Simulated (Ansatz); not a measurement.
Problem. Name a neutral molecule of B, Ga, O, S and H with HOMO–LUMO gap (B3LYP/def2-TZVPP) between 5.40 and 5.70 eV and HOMO–LUMO gap (PBE/def2-TZVPP) between 3.70 and 4.00 eV (Ansatz, PBE0-D4/def2-TZVP geometry).

Solution. `OBS[S][GaH2]` (5.51 eV, 3.82 eV). Other molecules can fit too; these were computed, each in one conformer that needn't be the lowest.

B3LYP here is the variant with VWN-RPA as its local correlation; programs differ in this.
